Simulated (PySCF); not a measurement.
A structure optimised at B3LYP-D3(BJ)/def2-SVP, used in a PySCF frequency run:

```xyz
12

C      2.2025     1.4531    -0.1373
O      0.9048     1.0197     0.2197
Si     0.0760    -0.2404    -0.4576
F      0.8012    -1.6532    -0.0703
Si    -2.0675    -0.1918     0.4787
H      2.3317     1.5040    -1.2346
H      2.3644     2.4599     0.2768
H      2.9743     0.7787     0.2723
H      0.1408    -0.1558    -1.9463
H     -1.9702    -0.2871     1.9635
H     -2.8797    -1.3336    -0.0350
H     -2.7436     1.0858     0.1072
```
Charge 0, spin multiplicity 1.

Task: Write its SMILES and formula.

Result: CO[Si@@H](F)[SiH3], CH7FOSi2

Task: What are its rotational constants (standard atomic weights)?

Result: 4.6354, 1.7958, 1.4067 GHz
